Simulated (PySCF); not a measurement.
## Working out the ionisation energy of Cd²⁺

Cd²⁺ [Kr] 4d10 (1S) → Cd³⁺ [Kr] 4d9 (2D). Computed with PySCF 2.14 in def2-QZVPPD with the def2 core potential (28 electrons) (7s5p4d4f2g, 88 functions), with scalar relativity through the core potential. Frozen: nothing. Energies in hartree (1 hartree = 27.21139 eV):

```
             part  Cd²⁺ (lower)  Cd³⁺ (upper)
              UHF   -166.042575   -164.722011
MP2 opposite-spin     -0.464936     -0.423260
    MP2 same-spin     -0.217033     -0.190320
```

Task: What does Hartree-Fock give?

Result: (-164.722011) − (-166.042575) = 1.320564 hartree = 35.934 eV.

Task: What do MP2 and SCS-MP2 (6/5 opposite-spin, 1/3 same-spin) give?

Result: The opposite-spin parts differ by 1.134 eV and the same-spin parts by 0.727 eV. MP2: 35.934 + (1.134) + (0.727) = 37.795 eV. SCS-MP2: 35.934 + 1.2 × (1.134) + (0.727)/3 = 37.537 eV.

Reference: 37.468 ± 0.006 eV (measured; NIST Atomic Spectra Database, ionization energies), between the lowest levels; spin-orbit coupling is absent from the calculation.

What remains against the reference includes basis incompleteness and correlation beyond second order.
